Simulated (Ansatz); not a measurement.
Cost and result up the ladder for the cluster Au3I2 (5 atoms). Charge 0, multiplicity 2. Geometry: PBE-D4/def2-SVP.

```xyz
5

Au    1.435    0.659    0.247
Au   -1.051   -0.497    0.509
Au    2.012    0.976   -2.240
I     0.399    0.133    2.698
I    -2.795   -1.271   -1.214
```

Ansatz on 4 threads of Intel Xeon on a shared host. Times are rough, and most runs start from the orbitals of an earlier one. ωB97M-V/def2-TZVP serves as the yardstick here, not as an exact answer. Differences are given only for rows in sets of like size (and for xTB, whose basis is part of the method), since another set adds its own error. Binding counts from free atoms at the same level (Au doublet, I doublet; other spins of the atoms weren't run), without zero-point energy or a counterpoise term.

In the def2 sets Au, I take a core potential; there is no spin–orbit coupling. HSE06 is defined as in plane-wave codes, on full-range PBE exchange. Correlated methods freeze 8 core orbitals; core or outer-core shells of Au, I are correlated, in sets that lack core-valence functions. HOMO above LUMO, or a gap near zero within one spin, warns that the state may not be the lowest or that an electron is smeared out. No other spin state of charge 0 was run. Another isomer (doublet) lies 0.73 eV lower at PBE0-D4/def2-TZVP; other spin states weren't run for this one.

Correlated methods converge slowly with the basis.

```csv
level,functions,binding energy per atom (eV),difference from ωB97M-V/def2-TZVP (eV),remarks
PBE0-D4/def2-TZVP,220,1.56,0.12,–
MP2/def2-TZVP,220,1.57,0.13,–
HSE06-D4/def2-TZVP,220,1.57,0.13,–
revPBE-D4/def2-TZVP,220,1.59,0.15,–
ωB97M-V/def2-TZVP,220,1.44,0.00,–
PBE-D4/def2-SVP,148,1.66,–,gap within one spin near zero
r2SCAN-D4/def2-TZVP,220,1.71,0.27,–
PBE0-D4/def2-SVP,148,1.49,–,–
PBE-D4/def2-TZVP (with forces),220,1.72,0.28,gap within one spin near zero
RPA@PBE/def2-TZVP,220,1.35,-0.10,–
```

Problem. Estimate how long each takes.

Solution. PBE-D4/def2-SVP 4.6 s; PBE-D4/def2-TZVP (with forces) 6.5 s; revPBE-D4/def2-TZVP 6.5 s; PBE0-D4/def2-SVP 7 s; HSE06-D4/def2-TZVP 11 s; MP2/def2-TZVP 11 s; PBE0-D4/def2-TZVP 12 s; r2SCAN-D4/def2-TZVP 12 s; RPA@PBE/def2-TZVP 16 s; ωB97M-V/def2-TZVP 51 s. On shared hardware such times vary by a factor of up to 3.
